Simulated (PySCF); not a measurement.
Give a PBE0-D3(BJ)/def2-SVP geometry of InChI=1S/C6H5FS/c7-5-1-3-6(8)4-2-5/h1-4,8H.

```xyz
13
C6H5FS angstrom
F     -2.7665    0.7252    0.1694
C     -1.4777    0.3887    0.1344
C     -0.5115    1.3859    0.1264
C      0.8346    1.0324    0.0881
C      1.2165   -0.3139    0.0582
S      2.9023   -0.8425    0.0067
C      0.2228   -1.3018    0.0682
C     -1.1235   -0.9545    0.1060
H     -0.8205    2.4325    0.1500
H      1.5921    1.8196    0.0812
H      3.4523    0.3887    0.0196
H      0.5041   -2.3574    0.0459
H     -1.9053   -1.7162    0.1139
```

Any rigid rotation of these coordinates is as good. Atoms count from 1 in this order. The 6-membered ring C2–C3–C4–C5–C7–C8 has internal angles of 119.0° to 121.1° (sum 720°, against 720° for a flat polygon); it is planar, 0.00 Å rms from its mean plane, widest ring torsion 0°. The 8 heavy atoms lie in one plane (0.001 Å rms). Of the pairs four or more bonds apart, H10···H11 is among the closest relative to their van der Waals radii: 2.35 Å, 98 % of the sum of Bondi's values.

Bonds between heavy atoms (Å): F1–C2 1.332, C2–C3 1.389, C3–C4 1.392, C4–C5 1.400, C5–S6 1.768, C5–C7 1.401, C7–C8 1.391, C2–C8 1.389.

Theory: PBE0-D3(BJ)/def2-SVP geometry optimisation, gas phase in PySCF 2.14.0.

Point group: Cs (tolerance 0.08 Å). Not checked by PBE0-D3(BJ)/def2-SVP frequencies. The numbers are those of one conformer (C4–C5–S6–H 0°).
